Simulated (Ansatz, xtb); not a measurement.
**Relative energy of two structures of ClFGeNNa**

Structure a is a singlet given by its coordinates and structure b is a singlet given by its coordinates. Both are isolated molecules in the gas phase, relaxed with B3LYP-D3(BJ)/def2-SVP.

a (Å):

```yaml
atoms:
  - { symbol: Cl, position_ang: [-0.1016, 0.6816, -2.4291] }
  - { symbol: F, position_ang: [-1.6467, 3.3946, -2.5322] }
  - { symbol: Ge, position_ang: [-1.6302, 2.0739, -1.3965] }
  - { symbol: N, position_ang: [-2.2939, 1.5411, 0.0511] }
  - { symbol: Na, position_ang: [-1.1421, -0.3808, 0.0404] }
```

Close contacts (Å): Cl1–Ge3 2.31, Cl1–Na5 2.88, F2–Ge3 1.74, Ge3–N4 1.68, Ge3–Na5 2.89, N4–Na5 2.24.

b (Å):

```xyz
5

Cl   -0.1514    2.6336   -3.3002
F    -2.1287    2.5511   -0.9125
Ge   -0.9269    1.3777   -1.7171
N    -0.9354   -0.1066   -0.9229
Na   -2.5143    0.7897    0.4747
```

Close contacts (Å): Cl1–Ge3 2.16, F2–Ge3 1.86, F2–Na5 2.27, Ge3–N4 1.68, Ge3–Na5 2.77, N4–Na5 2.29.

Estimate E(b) − E(a) at the level CCSD(T)/def2-SVP + ΔMP2/def2-TZVPP.

Too close to call at this level: CCSD(T)/def2-SVP + ΔMP2/def2-TZVPP gives E(b) − E(a) = −0.020 eV.

How the difference moves with the method:

| level | geometry | E(b) − E(a) (eV) | departure from the last row (eV) | job, with rough time for the two |
| --- | --- | --- | --- | --- |
| B3LYP-D3(BJ)/def2-SVP | B3LYP-D3(BJ)/def2-SVP | +0.008 | +0.029 | optimisation, 70 s |
| HF/def2-SVP | B3LYP-D3(BJ)/def2-SVP | +0.037 | +0.057 | part of the CCSD(T) run |
| MP2/def2-SVP | B3LYP-D3(BJ)/def2-SVP | −0.007 | +0.013 | part of the CCSD(T) run |
| CCSD(T)/def2-SVP | B3LYP-D3(BJ)/def2-SVP | −0.025 | −0.004 | single point |
| CCSD(T)/def2-SVP + ΔMP2/def2-TZVPP | B3LYP-D3(BJ)/def2-SVP | −0.020 |  | single point, 61 s |

The largest departure from CCSD(T)/def2-SVP + ΔMP2/def2-TZVPP is that of HF/def2-SVP, 0.057 eV. Levels run at GFN2-xTB geometries aren't shown. The last row adds to CCSD(T) the change of the MP2 difference between the two basis sets, here +0.004 eV.

With harmonic frequencies from B3LYP-D3(BJ)/def2-SVP (ideal gas, rigid rotor, one conformer each, 400 K, 1 atm): on the last row, ΔE + ΔZPE = −0.021, ΔH = −0.024, ΔG = −0.002 eV.

The correlated steps freeze 17 core orbitals; the filled d shell of Ge is correlated; the last core shell of Na is correlated, in a basis made for valence electrons. Run with Ansatz 0.2.0; the last row on 1 thread of Arm Neoverse V1 on a shared host.
